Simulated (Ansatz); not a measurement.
Geometry optimisation, Ansatz 0.2.0, RKS LDA/def2-SVP.

The input (input.yaml):

```yaml
crystal:
  periodic: [false, false, false]
  atoms:
    - { symbol: Si, position_ang: [0.344732, 0.022618, -0.047287] }
    - { symbol: Cl, position_ang: [0.504847, -0.082762, 2.067321] }
    - { symbol: "N", position_ang: [1.889435, 0.026083, -0.799054] }
    - { symbol: H, position_ang: [2.451189, -0.831035, -0.798762] }
    - { symbol: H, position_ang: [2.484864, 0.857925, -0.738577] }
    - { symbol: H, position_ang: [-0.284285, 1.338037, -0.378512] }
    - { symbol: H, position_ang: [-0.340244, -1.22838, -0.496188] }
    - { symbol: "N", position_ang: [-2.499533, -0.005134, 0.94768] }
    - { symbol: H, position_ang: [-3.275071, -0.645649, 0.728042] }
    - { symbol: H, position_ang: [-2.916656, 0.904015, 1.189864] }
    - { symbol: H, position_ang: [-2.038279, -0.355718, 1.815474] }
basis:
  gaussian: { orbitals: def2-SVP }
hamiltonian:
  xc: lda
relax:
  f_tol: 0.03
  max_steps: 50
```

Command:

```bash
$ ansatz run input.yaml --threads 2 --pin off --max-ram 3072MiB --backend cpu --events-out ev --progress --plain --runs-dir out
```

Where does it end, and by what steps?

The run converged. After 16 steps the energy has fallen by 0.089 eV; H9 moved furthest, 0.75 Å.

```
step  energy less start (eV)  largest force component (eV/Å)  accepted
   0                  0.0000                           0.387       yes
   1                 -0.0300                           0.381       yes
   2                 -0.0448                           0.255       yes
   3                 -0.0559                           0.188       yes
   4                 -0.0600                           0.308       yes
   5                 -0.0648                           0.204       yes
   6                 -0.0673                           0.096       yes
   7                 -0.0689                           0.045       yes
   8                 -0.0705                           0.152       yes
   9                 -0.0724                           0.108       yes
  10                 -0.0756                           0.217       yes
  11                 -0.0778                           0.265       yes
  12                 -0.0801                           0.208       yes
  13                 -0.0842                           0.170       yes
  14                 -0.0863                           0.160       yes
  15                 -0.0883                           0.060       yes
  16                 -0.0889                           0.029       yes
```

```xyz
11
Properties=species:S:1:pos:R:3
Si 0.079 0.001 0.041
Cl 0.453 0.199 2.132
N 1.628 0.007 -0.746
H 2.247 -0.799 -0.605
H 2.174 0.875 -0.745
H -0.504 1.261 -0.531
H -0.376 -1.388 -0.303
N -2.111 -0.036 0.923
H -2.894 -0.186 0.268
H -2.259 0.851 1.425
H -2.115 -0.785 1.631
```

The run took 21 s on 2 threads of Arm Neoverse V1 (shared host), peak memory 0.13 GiB.
